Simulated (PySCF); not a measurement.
Compound: (OMe)3Si-NH-SiH3, C3H13NO3Si2.
Z-matrix (Å and degrees, PBE0-D3(BJ)/def2-SVP geometry), rows numbered from 1:
```
Si
O   1  1.6448
C   2  1.4034  1  124.59
O   1  1.6528  2  115.04  3   -74.35
C   4  1.4005  1  125.07  2   -67.95
O   1  1.6460  2  106.62  3    40.92
C   6  1.4000  1  126.39  2  -165.55
N   1  1.7185  2  104.40  3   165.09
Si  8  1.7382  1  128.91  2   172.33
H   3  1.1006  2  108.68  1  -167.73
H   3  1.1029  2  111.60  1   -47.93
H   3  1.1043  2  111.54  1    73.22
H   5  1.1006  4  108.92  1  -165.26
H   5  1.1049  4  112.14  1   -45.54
H   5  1.1040  4  111.50  1    75.40
H   7  1.1054  6  111.53  1   -76.42
H   7  1.1009  6  108.85  1   164.77
H   7  1.1033  6  111.75  1    44.93
H   8  1.0171  1  113.17  2   -17.28
H   9  1.4925  8  106.98  1    -7.02
H   9  1.4968  8  112.46  1   112.67
H   9  1.4970  8  111.88  1  -126.51
```

Computed at PBE0/pcSseg-1 (PySCF, non-relativistic), with Q(17O) = −0.0256 b, Q(14N) = 0.02044 b: O2, 17O (I = 5/2): χzz = -10.40 MHz, η = 0.395; O4, 17O (I = 5/2): χzz = -10.41 MHz, η = 0.346; N8, 14N (I = 1): χzz = -3.692 MHz, η = 0.394.

Question: Where would the pure quadrupole (NQR) lines of 17O at O2 fall for the rigid, isolated species?

Answer: From the eigenvalues of H = χ/[4I(2I − 1)] × [3Iz² − I(I + 1) + η(Ix² − Iy²)], steps between neighbouring levels, labelled as for η = 0: ±1/2↔±3/2 1.806 MHz, ±3/2↔±5/2 3.032 MHz (oxygen bonded to C and Si).

Question: Find the zero-field quadrupole resonance frequencies of 17O at O4.

Answer: From the eigenvalues of H = χ/[4I(2I − 1)] × [3Iz² − I(I + 1) + η(Ix² − Iy²)], steps between neighbouring levels, labelled as for η = 0: ±1/2↔±3/2 1.754 MHz, ±3/2↔±5/2 3.054 MHz (oxygen bonded to C and Si).

Question: Find the zero-field quadrupole resonance frequencies of 14N at N8.

Answer: From ν± = (3/4)|χ|(1 ± η/3) and ν0 = |χ|η/2: ν+ 3.132 MHz, ν− 2.405 MHz, ν0 0.726 MHz (nitrogen bonded to 2 Si and H).

In a crystal, neighbours and librations shift these lines. The basis is small and wasn't made for field gradients, so the couplings can be 20 % off.

One conformer stands for the species.
